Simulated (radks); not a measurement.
Polarisability of the tin ion Sn4+, [Kr] 4d10, at imaginary frequency. Method: scalar-relativistic Kohn-Sham, LDA (Slater exchange, VWN5 correlation), spin-polarised, spherical densities, finite nucleus; Fermi nuclear charge, rms radius 4.6519 fm; computed with a radial shooting solver on a logarithmic mesh with Libxc functionals. Response by self-consistent Sternheimer equations with the Hartree and adiabatic LDA kernel, the relativistic mass of each level held fixed and spin-orbit coupling left out.

w (hartree)  alpha1(iw) (bohr^3)  alpha2(iw) (bohr^5)
0.00266                    2.428                5.232
0.0143                     2.428                5.231
0.0360                     2.427                5.227
0.0697                     2.425                5.213
0.118                      2.418                5.178
0.186                      2.403                5.102
0.280                      2.371                4.953
0.413                      2.309                4.688
0.605                      2.194                4.269
0.892                      1.990                3.693
1.35                       1.665                2.999
2.12                       1.210                2.217
3.59                      0.6937                1.368
6.94                      0.2743               0.5871
17.5                     0.06433               0.1237

Static values: alpha1 = 2.428 bohr^3 (0.3598 angstrom^3; uncoupled 3.620), alpha2 = 5.232 bohr^5, alpha3 = 15.82 bohr^7. C6 = 9.449, C8 = 91.89, triple-dipole C9 = 16.38 atomic units. One-pole (London) frequency 4 C6 / (3 alpha1^2) = 2.137 hartree, against 2.496 for minus the highest occupied eigenvalue.
